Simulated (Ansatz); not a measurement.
Born–Oppenheimer molecular dynamics of C$_{2}$H$_{6}$BNO (11 atoms, charge 0, multiplicity 1). It starts from a relaxed structure.

Theory: RHF/6-31G (Ansatz 0.2.0).

```
ensemble        : NVT, Langevin thermostat
time step       : 0.5 fs
steps asked     : 266
set temperature : 100 K
friction        : 0.02 /fs
seed            : 409879
```

First frame:

```xyz
11
Properties=species:S:1:pos:R:3
B -0.414 1.964 -0.038
O -0.254 0.778 0.621
C 0.066 -0.504 0.216
C -0.127 -1.504 1.064
N 0.548 -0.601 -1.071
H -0.732 2.894 0.616
H -0.226 2.054 -1.208
H 0.143 -2.508 0.810
H -0.565 -1.316 2.020
H 0.935 0.179 -1.539
H 0.690 -1.494 -1.471
```

How far do the bonds stretch over the last three quarters of this one trajectory? (Pairs bonded in most of those frames.)


| bond | mean (Å) | spread (Å) | shortest | longest |
| --- | --- | --- | --- | --- |
| B1–O2 | 1.367 | 0.016 | 1.33 | 1.39 |
| B1–H6 | 1.181 | 0.017 | 1.15 | 1.22 |
| B1–H7 | 1.188 | 0.017 | 1.16 | 1.22 |
| O2–C3 | 1.382 | 0.009 | 1.36 | 1.40 |
| C3–C4 | 1.325 | 0.007 | 1.31 | 1.34 |
| C3–N5 | 1.378 | 0.011 | 1.35 | 1.40 |
| C4–H8 | 1.071 | 0.007 | 1.06 | 1.09 |
| C4–H9 | 1.069 | 0.019 | 1.04 | 1.10 |
| N5–H10 | 0.991 | 0.007 | 0.98 | 1.00 |
| N5–H11 | 0.990 | 0.010 | 0.97 | 1.02 |

Mean temperature of the second half: 97 K. A run of 0.13 ps of so small a system gives no equilibrium averages. Limits of this set-up: no polarisation functions.

Run time: 5 min on 1 thread of Arm Neoverse V1 (shared host), peak memory 0.1 GiB.
